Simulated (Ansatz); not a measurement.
A run on C$_{2}$H$_{5}$BGaN (`C/N=[C]1/[BH][GaH]1`) with other settings.

```yaml
crystal:
  periodic: [false, false, false]
  atoms:
    - {symbol: C, position_ang: [-1.730813, -0.283811, 0.448859]}
    - {symbol: N, position_ang: [-0.765240, 0.722843, 0.070736]}
    - {symbol: C, position_ang: [0.223536, 0.524510, -0.615893]}
    - {symbol: B, position_ang: [1.463364, 0.335063, -1.316713]}
    - {symbol: Ga, position_ang: [2.365916, 0.021299, 0.364392]}
    - {symbol: H, position_ang: [-1.404261, -1.294446, 0.180000]}
    - {symbol: H, position_ang: [-2.679647, -0.065683, -0.046933]}
    - {symbol: H, position_ang: [-1.905585, -0.225740, 1.524794]}
    - {symbol: H, position_ang: [1.747621, 0.366157, -2.465986]}
    - {symbol: H, position_ang: [2.768408, -0.151492, 1.859745]}
basis:
  gaussian: {orbitals: def2-TZVPP}
hamiltonian: {xc: {name: B3LYP5}}
output: {forces: true}
```

```sh
$ ansatz run in.yaml --threads 4 --pin off --events-out ev --progress --plain --max-ram 10444MiB
```

Output, abridged:

```
Functional definition: B3LYP5
1382 factors; their error is unknown
mean field evaluation 1: about -56680.8997 eV, gradient 7.3e1 eV
mean field evaluation 2: about -56579.4980 eV, gradient 1.8e2 eV
mean field evaluation 4: about -56692.6690 eV, gradient 2.9e1 eV
mean field evaluation 8: about -56694.5653 eV, gradient 4.1e-1 eV
mean field evaluation 16: about -56694.7073 eV, gradient 4.2e-4 eV
mean field -56694.70727679 eV, -2083.4920633693 hartree, gradient 5.4e-5 eV, S^2 0.000000; 0 other end points of the search recorded, 0 dependent functions left out
reference -56694.70756283 eV, -2083.4920738808 hartree; 30, 30 occupied and 212, 212 virtual orbitals, 1382 factors
Total energy: -56694.70756283 eV, -2083.4920738808 hartree
Atom 0 at    -1.730813    -0.283811     0.448859 Å, force    -0.267793    -0.189029     0.111660 eV/Å
Atom 1 at    -0.765240     0.722843     0.070736 Å, force     0.090426     0.172626    -0.035913 eV/Å
Atom 2 at     0.223536     0.524510    -0.615893 Å, force     0.060412     0.053283    -0.155090 eV/Å
Atom 3 at     1.463364     0.335063    -1.316713 Å, force    -0.091888     0.038804    -0.189557 eV/Å
Atom 4 at     2.365916     0.021299     0.364392 Å, force     0.247523    -0.059900     0.127882 eV/Å
Atom 5 at    -1.404261    -1.294446     0.180000 Å, force    -0.026612     0.027422     0.017047 eV/Å
Atom 6 at    -2.679647    -0.065683    -0.046933 Å, force     0.022536    -0.022853     0.024219 eV/Å
Atom 7 at    -1.905585    -0.225740     1.524794 Å, force    -0.006271    -0.017332    -0.038894 eV/Å
Atom 8 at     1.747621     0.366157    -2.465986 Å, force    -0.016782    -0.007916     0.126540 eV/Å
Atom 9 at     2.768408    -0.151492     1.859745 Å, force    -0.011551     0.004896     0.012108 eV/Å
Dipole moment:     0.098513    -0.298864     0.395074 e Å
```

Hardware: 4 threads of a server CPU on a shared host. Wall time 4.4 s, peak host memory 0.7 GiB.
